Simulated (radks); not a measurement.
Values are calculated unless marked as measured or tabulated.
Species: the silicon ion Si4+. Configuration: 1s1.75 2s2 2p6 3d0.25 (fractional occupations, a model configuration).

Level of theory: scalar-relativistic Kohn-Sham, SCAN, spin-unpolarised, spherical densities, finite nucleus; meta-GGA in the generalised Kohn-Sham scheme; Fermi nuclear charge, rms radius 3.1224 fm (a radial shooting solver on a logarithmic mesh with Libxc functionals).

Energy parts (eV):
total: -7328.722
kinetic: 7348.204
electron-nucleus: -17009.109
Hartree: 2836.636
exchange-correlation: -504.453

Orbitals (lengths in bohr, moments of r in powers of bohr):
| orbital | occ. | eigenvalue (eV) | <r> |
|---|---|---|---|
| 1s | 1.75 | -1888.640 | 0.1107 |
| 2s | 2 | -204.5151 | 0.5536 |
| 2p | 6 | -159.3462 | 0.5166 |
| 3d | 0.25 | -29.5218 | 2.196 |

The highest occupied level is 3d at -29.522 eV. Summed over all electrons, <r^2> = 4.160 bohr^2, which gives a Langevin (diamagnetic) susceptibility term of -3.29 x 10^-6 cm^3/mol. The electron density at the nucleus is 1699 e/bohr^3 (large components only). The density falls to 0.001 e/bohr^3 at r = 2.62 bohr.
